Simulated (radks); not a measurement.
Results of a calculation; reference values are marked as such.
All-electron atom: Re XXXIX in [Kr] 4d1 (the NIST ground configuration). Level of theory: non-relativistic Kohn-Sham, LDA (Slater exchange, Perdew-Wang correlation), spin-unpolarised, spherical densities, point nucleus; relativity is left out, which matters for an element this heavy (a radial shooting solver on a logarithmic mesh with Libxc functionals). Some entries of the table are withheld. Estimate them.

| orbital | occ. | eigenvalue (Ry) | r(max) (bohr) |
|---|---|---|---|
| 1s | 2 | -4938.095 | 0.01341 |
| 2s | 2 | (1) | 0.07300 |
| 2p | 6 | (2) | (3) |
| 3s | 2 | -300.7008 | 0.1991 |
| 3p | 6 | (4) | (5) |
| 3d | 10 | -259.1288 | 0.1473 |
| 4s | 2 | -139.5030 | 0.4192 |
| 4p | 6 | -133.1269 | 0.4149 |
| 4d | 1 | -121.8234 | 0.3978 |

Answer. 
(1) 2s eigenvalue (Ry): -917.0793
(2) 2p eigenvalue (Ry): -885.0119
(3) 2p r(max) (bohr): 0.05664
(4) 3p eigenvalue (Ry): -286.0748
(5) 3p r(max) (bohr): 0.1873
